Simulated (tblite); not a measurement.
Compound: C2H9Ge2NSi.
SMILES with atom numbers: `[CH:1]#[C:2][Si:3]([NH2:4])([GeH3:5])[GeH3:6]` (hydrogens: H7 on C1; H8, H9 on N4; H10, H11, H12 on Ge5; H13, H14, H15 on Ge6)

Structure used (GFN2-xTB), in Å, numbered top down from 1:
```
atom  x, y, z in Å
C1     2.6540    0.3635    1.4678
C2     1.6660    0.1492    0.8147
Si3    0.1262   -0.1544   -0.1911
N4     0.3722   -1.0866   -1.6208
Ge5   -0.6417    1.9402   -0.9115
Ge6   -1.3635   -1.3834    1.1361
H7     3.5185    0.5490    2.0399
H8     0.5834   -2.0690   -1.5433
H9     0.8800   -0.6843   -2.3927
H10   -1.7111    1.9237   -1.9636
H11    0.4257    2.8063   -1.5159
H12   -1.2218    2.8053    0.1675
H13   -0.7853   -1.8975    2.4221
H14   -2.5863   -0.6352    1.5791
H15   -1.9208   -2.6189    0.4897
```

Computed with GFN2-xTB (tblite): harmonic, unscaled wavenumbers at the GFN2-xTB geometry, gas phase. The method is semi-empirical: single wavenumbers can be off by several per cent or more. Modes of hydrogen on germanium can be 10 to 20 % off. One conformer, not necessarily the lowest. The optimisation stopped once no atom felt more than 0.01 eV/Å.

Lowest wavenumbers of the output (negative numbers stand for imaginary wavenumbers):
```
mode    cm-1
  1     -35.9
  2      23.6
  3      62.0
  4      66.1
  5      86.3
  6     142.2
  7     145.3
  8     235.8
```

Task: Is this structure a minimum?

Result: Not by this Hessian. 1 mode is imaginary beyond 20i (36i cm⁻¹), so at this level the point lies at or near a first-order saddle. The curvature is small, so loose convergence or finite differences may be the whole cause.

Task: Which atoms move in the imaginary mode?

Result: 36i: H11 (Ge–H hydrogen) 33 %, H12 (Ge–H hydrogen) 33 %, H10 (Ge–H hydrogen) 31 %. These are shares of the mass-weighted motion.

Task: What is the remedy?

Result: Step along that mode in both directions, optimise again with tighter thresholds and repeat the frequencies. The zero-point energy of this point (55.5 kcal/mol) counts the 38 real modes alone, and thermal corrections from it aren't those of a minimum.

The run took 0.97 s wall on one thread of an Arm Neoverse N1 (shared host). This covers the Hessian and the dipole derivatives.
